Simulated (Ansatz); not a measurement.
CH4Cl2FMoNO (`C[N]=[Mo]([OH])([F])([Cl])[Cl]`). Total charge 0; spin multiplicity 1. Mo: def2 effective core potential. All single points use the PBE0-D4/def2-TZVP geometry. It is one conformer, not always the lowest.

```xyz
11

C     0.444    1.324    1.318
N     0.346    0.389    0.274
Mo   -0.285   -0.583   -0.990
O     0.419   -2.217   -0.509
F     0.591    0.317   -2.337
Cl   -1.542   -1.582   -2.716
Cl   -2.347   -0.110   -0.088
H     0.897    2.253    0.957
H    -0.566    1.537    1.691
H     1.051    0.925    2.137
H     0.993   -2.253    0.263
```

Problem. What is the dipole moment at PBE/def2-TZVPP? (Best estimate.)

Solution. Ansatz gave: 6.59 D, with components (3.51, 1.75, 5.29) D in this frame, pointing from negative to positive charge.

Problem. And with r2SCAN, B3LYP, ωB97M-V? (Estimate.)

Solution. Ansatz gave: r2SCAN 6.84 D, B3LYP 6.89 D, ωB97M-V 7.21 D.

Problem. Give the Mulliken charges with PBE, B3LYP, r2SCAN in def2-TZVPP. (Estimate.)

Solution. Ansatz gave: 
```tsv
atom	PBE	B3LYP	r2SCAN
C1	-0.12	-0.12	0.00
N2	-0.36	-0.41	-0.44
Mo3	1.11	1.30	1.33
O4	-0.36	-0.41	-0.41
F5	-0.31	-0.36	-0.35
Cl6	-0.28	-0.31	-0.31
Cl7	-0.25	-0.27	-0.28
H8	0.12	0.13	0.09
H9	0.11	0.12	0.09
H10	0.11	0.11	0.07
H11	0.22	0.22	0.23
```

B3LYP here is the variant with VWN-RPA as its local correlation; programs differ in this.
